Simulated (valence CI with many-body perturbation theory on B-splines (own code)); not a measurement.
Values are calculated unless marked as measured or tabulated.
## Level structure of Rb⁶⁺

Level of theory: configuration interaction combined with many-body perturbation theory (CI+MBPT): three valence electrons over a frozen Dirac-Fock core [Ar] 3d10, a basis of 11 s, 11 p, 10 d, 8 f, 5 g, 2 h functions for each j, with the one-electron correlation potential Σ1, the two-electron term Σ2, the three-electron term Σ3, Breit, model QED; selected CI, second order for the rest, scaled by the run's own slope (own B-spline code, finite nucleus).

Set against measurement, 19 paired levels are off by 135 cm⁻¹ on average, the worst by 327. These come from a selection out of Sansonetti, J. Phys. Chem. Ref. Data 35, 301 (2006). Levels without a partner in it may be off by more.

Levels 46 to 90 of 173, with energies above the lowest level, 4s²4p ²P°_1/2. "Leading %" is the weight of the configuration and term that name the level; weights of strongly mixed levels are sums over their largest components and can fall short. In the jj column 3d3/2^4 stands for four electrons in 3d with j = 3/2.

| No. | Configuration | Term | J | E (eV) | Leading % | Second component | Leading jj |
| --- | --- | --- | --- | --- | --- | --- | --- |
| 46 | 4s4p5s | ⁴P° | 1/2 | 58.612 | 97 |  | 4s 4p1/2 5s (93 %) |
| 47 | 4s4p5s | ⁴P° | 3/2 | 59.004 | 94 |  | 4s 4p1/2 5s (70 %) |
| 48 | 4s4p5s | ⁴P° | 5/2 | 59.903 | 98 |  | 4s 4p3/2 5s (98 %) |
| 49 | 4s4p5s | ²P° | 1/2 | 60.155 | 95 |  | 4s 4p1/2 5s (76 %) |
| 50 | 4s²5d | ²D | 3/2 | 60.697 | 96 |  | 4s^2 5d3/2 (96 %) |
| 51 | 4s²5d | ²D | 5/2 | 60.761 | 95 |  | 4s^2 5d5/2 (95 %) |
| 52 | 4s4p5s | ²P° | 3/2 | 61.104 | 93 |  | 4s 4p3/2 5s (92 %) |
| 53 | 4p²4d | ⁴F | 3/2 | 65.176 | 80 | 9 % 4s4p4f ⁴F | 4p1/2^2 4d3/2 (47 %) |
| 54 | 4p²4d | ²F | 5/2 | 65.229 | 78 | 10 % 4s4p4f ²F | 4p1/2 4p3/2 4d3/2 (41 %) |
| 55 | 4s4p5p | ⁴D | 1/2 | 65.234 | 67 | 23 % 4s4p5p ²P | 4s 4p1/2 5p1/2 (89 %) |
| 56 | 4s²6s | ²S | 1/2 | 65.301 | 95 |  | 4s^2 6s (95 %) |
| 57 | 4p²4d | ⁴F | 5/2 | 65.460 | 79 | 10 % 4s4p4f ⁴F | 4p1/2 4p3/2 4d3/2 (55 %) |
| 58 | 4s4p5p | ⁴D | 3/2 | 65.594 | 67 | 17 % 4s4p5p ²P | 4s 4p1/2 5p1/2 (57 %) |
| 59 | 4p²4d | ²F | 7/2 | 65.677 | 65 | 9 % 4s4p4f ²F | 4p1/2 4p3/2 4d3/2 (45 %) |
| 60 | 4p²4d | ⁴F | 7/2 | 65.844 | 73 | 10 % 4s4p4f ⁴F | 4p1/2 4p3/2 4d5/2 (68 %) |
| 61 | 4s4p5s | ²P° | 1/2 | 66.072 | 91 | 5 % 4s²6p ²P° | 4s 4p3/2 5s (65 %) |
| 62 | 4s4p5p | ²P | 3/2 | 66.121 | 47 | 20 % 4s4p5p ⁴P | 4s 4p1/2 5p3/2 (68 %) |
| 63 | 4s4p5p | ²P | 1/2 | 66.139 | 67 | 17 % 4s4p5p ⁴D | 4s 4p1/2 5p3/2 (56 %) |
| 64 | 4s4p5s | ²P° | 3/2 | 66.150 | 91 |  | 4s 4p3/2 5s (71 %) |
| 65 | 4s4p5p | ⁴D | 5/2 | 66.178 | 75 | 9 % 4p²4d ⁴D | 4s 4p1/2 5p3/2 (50 %) |
| 66 | 4p²4d | ⁴F | 9/2 | 66.233 | 73 | 12 % 4p²4d ²G | 4p1/2 4p3/2 4d5/2 (60 %) |
| 67 | 4s4p5p | ⁴P | 1/2 | 66.334 | 88 |  | 4s 4p1/2 5p1/2 (60 %) |
| 68 | 4s4p5p | ⁴P | 3/2 | 66.702 | 32 | 31 % 4p²4d ⁴D | 4p1/2 4p3/2 4d3/2 (33 %) |
| 69 | 4p²4d | ⁴D | 1/2 | 66.816 | 72 | 11 % 4s4p5p ⁴D | 4p1/2 4p3/2 4d3/2 (80 %) |
| 70 | 4s4p5p | ⁴P | 3/2 | 66.819 | 35 | 17 % 4p²4d ²P | 4s 4p3/2 5p1/2 (28 %) |
| 71 | 4s4p5p | ⁴D | 7/2 | 66.931 | 65 | 18 % 4p²4d ⁴D | 4s 4p3/2 5p3/2 (65 %) |
| 72 | 4s4p5p | ⁴P | 5/2 | 67.139 | 47 | 40 % 4p²4d ⁴D | 4s 4p3/2 5p3/2 (21 %) |
| 73 | 4p²4d | ²G | 7/2 | 67.249 | 58 | 13 % 4s4p4f ²G | 4p3/2^2 4d3/2 (25 %) |
| 74 | 4s4p5p | ⁴P | 5/2 | 67.310 | 35 | 32 % 4p²4d ⁴D | 4s 4p3/2 5p1/2 (42 %) |
| 75 | 4p²4d | ²P | 3/2 | 67.320 | 39 | 34 % 4p²4d ⁴D | 4p1/2 4p3/2 4d5/2 (52 %) |
| 76 | 4s4p5p | ²D | 3/2 | 67.426 | 55 | 16 % 4s4p5p ⁴S | 4s 4p3/2 5p1/2 (35 %) |
| 77 | 4p²4d | ²G | 9/2 | 67.672 | 61 | 11 % 4s4p4f ²G | 4p3/2^2 4d5/2 (52 %) |
| 78 | 4p²4d | ⁴D | 7/2 | 67.763 | 57 | 27 % 4s4p5p ⁴D | 4p3/2^2 4d5/2 (47 %) |
| 79 | 4s4p5p | ⁴S | 3/2 | 67.792 | 67 | 13 % 4s4p5p ²D | 4s 4p3/2 5p3/2 (71 %) |
| 80 | 4p²4d | ²P | 1/2 | 68.151 | 82 | 10 % 4p²4d ⁴D | 4p3/2^2 4d5/2 (63 %) |
| 81 | 4s4p5p | ²D | 5/2 | 68.181 | 87 | 8 % 4s4p5p ⁴P | 4s 4p3/2 5p3/2 (67 %) |
| 82 | 4s²6p | ²P° | 1/2 | 68.866 | 92 | 4 % 4s4p5s ²P° | 4s^2 6p1/2 (92 %) |
| 83 | 4s²6p | ²P° | 3/2 | 69.054 | 93 |  | 4s^2 6p3/2 (93 %) |
| 84 | 4s4p4f | ²F | 5/2 | 69.111 | 28 | 17 % 4p²4d ²F | 4p1/2 4p3/2 4d5/2 (31 %) |
| 85 | 4s4p5p | ²S | 1/2 | 69.314 | 90 |  | 4s 4p3/2 5p3/2 (72 %) |
| 86 | 4s4p4f | ²F | 7/2 | 69.583 | 52 | 38 % 4p²4d ²F | 4s 4p3/2 4f5/2 (22 %) |
| 87 | 4p²4d | ²D | 5/2 | 69.615 | 28 | 19 % 4p²4d ⁴P | 4p1/2 4p3/2 4d5/2 (30 %) |
| 88 | 4p²4d | ²D | 3/2 | 69.679 | 57 | 15 % 4s4p4f ²D | 4p1/2 4p3/2 4d3/2 (34 %) |
| 89 | 4p²4d | ⁴P | 5/2 | 70.138 | 71 | 6 % 4s4p4f ²D | 4p1/2 4p3/2 4d5/2 (31 %) |
| 90 | 4p²4d | ⁴P | 3/2 | 70.361 | 83 | 6 % 4p²4d ²D | 4p3/2^2 4d3/2 (43 %) |

Names give the largest LS component (configuration and term), which can be under half, so a name can repeat, a term be missing and a line seem to break the LS rules; names also repeat where a configuration has a term twice.

Where two levels of one J and parity lie close, their mixing, g and order are uncertain.
